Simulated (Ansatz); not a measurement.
`[SiH3][CH]1[AlH][SiH2]1`, 11 atoms. Total charge 0; spin multiplicity 1. All runs use 2 threads of an Arm Neoverse V1 on a shared host. Correlated methods freeze the cores.

Problem. Give the basis size and wall time and peak host memory of each of these runs in Ansatz. RKS ωB97M-V/def2-SVP energy; RKS B97M-V/def2-TZVPP energy; RHF-MP2/def2-QZVPP energy; RKS PBE0-D4/def2-QZVPP energy; direct RPA on PBE orbitals/def2-TZVPP energy; RKS PBE0-D4/def2-TZVP frequencies; RHF-CCSD(T)/def2-SVP energy; RKS PBE0-D4/def2-SVP energy; RKS PBE0-D4/def2-TZVP relaxation (8 steps); RKS ωB97M-V/def2-QZVPP energy; RKS PBE-QIDH (frozen core)/def2-TZVPP energy; RHF-CCSD(T)/def2-TZVPP energy. (Estimate.)

Solution. The calculation gave: Other jobs shared the machine, so times are rough.

```tsv
level	job	functions	wall time	peak host memory (GiB)
RKS PBE0-D4/def2-SVP	energy	103	2.1 s	0.52
RHF-CCSD(T)/def2-SVP	energy	103	4.3 s	0.52
direct RPA on PBE orbitals/def2-TZVPP	energy	255	9 s	0.62
RKS ωB97M-V/def2-SVP	energy	103	9 s	0.52
RKS PBE-QIDH (frozen core)/def2-TZVPP	energy	255	12 s	0.68
RKS B97M-V/def2-TZVPP	energy	255	18 s	0.44
RKS PBE0-D4/def2-QZVPP	energy	477	20 s	1.7
RHF-MP2/def2-QZVPP	energy	477	39 s	3
RKS ωB97M-V/def2-QZVPP	energy	477	45 s	2.1
RKS PBE0-D4/def2-TZVP	relaxation (8 steps)	184	49 s	0.48
RKS PBE0-D4/def2-TZVP	frequencies	184	4.3 min	0.52
RHF-CCSD(T)/def2-TZVPP	energy	255	11 min	2.1
```
